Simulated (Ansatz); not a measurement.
GeMe2 (C₂H₆Ge). Total charge 0; triplet. Geometry PBE-D4/def2-TZVP, that of the neutral singlet; atoms count from 1.

```csv
atom,x (Å),y (Å),z (Å)
Ge1,1.315,-0.322,-0.344
C2,-0.428,-0.468,-1.344
H3,-0.863,0.540,-1.459
H4,-1.150,-1.059,-0.756
H5,-0.314,-0.922,-2.337
C6,0.497,0.453,1.325
H7,-0.212,-0.280,1.748
H8,-0.089,1.354,1.078
H9,1.244,0.705,2.088
```

At PBE0-D4/def2-TZVP a singlet of charge 0 lies 1.45 eV below the triplet at the same geometry.

Q: Estimate the Mulliken populations from the PBE0/def2-TZVP orbitals of Ansatz.

A: 
```csv
atom,charge (e),spin (α − β)
Ge1,0.13,1.74
C2,-0.51,0.10
H3,0.15,0.02
H4,0.15,0.02
H5,0.15,0.00
C6,-0.51,0.10
H7,0.15,0.02
H8,0.15,0.02
H9,0.15,0.00
```
Mulliken values and Mayer orders depend strongly on the basis.

Q: Where does the spin sit?

A: Summed by element: Ge 1.74, C 0.19, H 0.07, of 2 unpaired in all. Largest on single atoms: Ge1 1.74, C2 0.10, C6 0.10.

Q: And the Mayer bond orders between bonded heavy atoms (over 0.3)?

A: Ge1–C2 0.94 (2.01 Å); Ge1–C6 0.94 (2.01 Å).
